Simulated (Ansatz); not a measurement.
The cluster Mo₂P₂, relaxed as a singlet with RKS r2SCAN-D4/def2-SVP in Ansatz, starting from the GFN1-xTB geometry. Force threshold 0.02 eV/Å.

In the def2 sets Mo takes a core potential; there is no spin–orbit coupling. The restricted singlet is unstable towards broken spin symmetry at other levels; at r2SCAN-D4/def2-SVP this wasn't settled. At r2SCAN-D4/def2-SVP a triplet of charge 0 lies 0.42 eV below the restricted singlet, each at its own geometry. The structure comes from a short search, and lower isomers may exist.

Start:

```xyz
4

Mo   -0.754   -0.239   -0.938
Mo    0.753    0.239    0.939
P     0.448   -1.889   -1.786
P    -0.447    1.889    1.785
```

```csv
step,energy (eV),largest force component (eV/Å),SCF passes
1,-22280.5296,3.499,38
2,-22281.5751,2.225,41
3,-22282.1659,1.231,43
4,-22282.2709,0.963,43
5,-22282.3134,0.151,36
6,-22282.3144,0.043,37
7,-22282.3145,0.010,37
```

Force components are those of the run's own axes.

End:

```csv
atom,x (Å),y (Å),z (Å)
Mo1,-0.805,0.023,-0.682
Mo2,0.805,-0.023,0.682
P3,0.482,-1.584,-1.403
P4,-0.482,1.584,1.403
```

Bonds formed: Mo1–P4, Mo2–P3 (atoms count from 1).

No frequencies were taken in this run, so the end may be a saddle point.

Hardware: 4 threads of Arm Neoverse V2 on a shared host. Wall time 28 s.
